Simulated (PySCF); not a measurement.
Q: What does the PBE0-D3(BJ)/def2-SVP structure of InChI=1S/C8H9NSi/c1-2-4-10-5-3-8(6-9)7-10/h3,10H,5,7H2,1H3/t10-/m0/s1 look like in three dimensions?

A: 
```
atom  x, y, z in Å
C1     3.810   -1.288    0.807
C2     2.632   -0.509    0.473
C3     1.643    0.148    0.196
Si4    0.146    1.102   -0.225
C5    -0.743    0.425   -1.766
C6    -2.064   -0.033   -1.229
C7    -2.330    0.135    0.084
C8    -3.575   -0.286    0.651
N9    -4.573   -0.616    1.142
C10   -1.294    0.782    0.976
H11    3.566   -2.074    1.539
H12    4.593   -0.649    1.243
H13    4.227   -1.775   -0.088
H14    0.497    2.547   -0.339
H15   -0.877    1.184   -2.557
H16   -0.192   -0.408   -2.235
H17   -2.803   -0.499   -1.888
H18   -1.010    0.115    1.806
H19   -1.687    1.705    1.433
```

Any rigid rotation of these coordinates is as good. Atoms count from 1 in this order. The C–C distances run from 1.220 Å (C2≡C3, drawn triple) to 1.513 Å (C7–C10, drawn single), a spread of 0.293 Å. The 3 C–Si bonds span 1.824 Å (C3–Si4, drawn single) to 1.903 Å (Si4–C5, drawn single), a spread of 0.079 Å. Si4 (SiH silicon) has angles from 95.6° to 113.1°. The 5-membered ring Si4–C5–C6–C7–C10 has internal angles of 95.6° to 119.4°; it is almost planar, 0.01 Å rms from its mean plane, widest ring torsion 2°.

Bonds between heavy atoms (Å): C1–C2 1.450, C2≡C3 1.220, C3–Si4 1.824, Si4–C5 1.903, C5–C6 1.498, C6=C7 1.350, C7–C8 1.431, C8≡N9 1.160, C7–C10 1.513, Si4–C10 1.903.

Method used: PBE0-D3(BJ)/def2-SVP geometry optimisation, gas phase in PySCF 2.14.0.

Point group: C1 (no symmetry element, even within 0.4 Å). Whether it is a minimum is left open (no frequencies).

Time: 3.5 min; peak memory 0.82 GiB. Hardware: an Intel Xeon Platinum 8375C at 2.90 GHz with one thread (shared host). This is the geometry optimisation.
